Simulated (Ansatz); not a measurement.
Which is lower?

The two ends of one reaction step of CH$_{8}$GaN, singlet (PBE0-D4/def2-TZVP).

A:

```
atom    x (Å)    y (Å)    z (Å)
 Ga1  -1.2167   1.3874   0.2594
  N2   0.1008   0.1933   0.6310
  C3   0.0501  -1.2438   0.5074
  H4  -2.5516   0.7855  -0.2836
  H5  -0.8861   2.8916   0.5113
  H6   1.5075   0.2612  -1.7184
  H7   1.9432   0.1245  -2.3112
  H8   0.9777   0.5281   0.9992
  H9   0.8078  -1.6295  -0.1865
 H10   0.1930  -1.7507   1.4696
 H11  -0.9259  -1.5478   0.1220
```

B:

Ga1  (-0.693, 1.349, -0.700)
N2  (0.595, 0.063, 0.412)
C3  (0.205, -1.349, 0.354)
H4  (-2.044, 1.035, 0.062)
H5  (0.025, 2.729, -0.404)
H6  (1.535, 0.191, 0.053)
H7  (-0.489, 0.697, -2.129)
H8  (0.601, 0.395, 1.370)
H9  (0.878, -1.994, 0.925)
H10  (-0.808, -1.448, 0.745)
H11  (0.196, -1.667, -0.688)
(Å)

Ansatz 0.2.0; basis: def2-TZVPP; cores frozen in the correlated methods. Filled d shells of the heavier atoms are correlated. The def2 sets are not built for correlating such inner shells, so the correlated values are less sure here. B3LYP uses VWN-RPA correlation.

(1) Which structure is lower at CCSD(T), and by how much? (Judge from chemistry; the value comes from the calculation.)

The T1 diagnostic stays at or below 0.015.

Answers

(1) The calculation gives: B, by 0.753 eV (electronic energy, against the other). By their contacts, A is a complex of CH₆GaN ([CH3][NH][GaH2]) + H₂ and B is CH₈GaN ([CH3][NH2][GaH3]).

All methods give the same order:

```csv
method,E(B) − E(A) (eV)
SPW92,-0.892
PBE-D4,-0.676
BLYP-D4,-0.565
r2SCAN-D4,-0.759
B97M-V,-0.850
PBE0-D4,-0.792
B3LYP-D4,-0.678
r2SCAN0-D4,-0.831
BHLYP-D4,-0.801
CAM-B3LYP-D4,-0.755
wB97X-V,-0.778
wB97M-V,-0.767
B2PLYP,-0.672
PBE-QIDH,-0.810
RPA on PBE,-0.711
HF,-0.827
MP2,-0.683
CCSD,-0.783
CCSD(T),-0.753
```

Labels in which every atom is bracketed show which atoms are joined, not bond orders.

For scale, one of the runs: CCSD(T)/def2-TZVPP, 222 basis functions, launched by `ansatz run in.yaml --threads 4 --pin off --events-out ev --progress --plain --max-ram 9574MiB`. The run took 84 s on 4 CPU threads of an Arm Neoverse V1 (shared host), with 3.5 GiB of host memory at its peak.
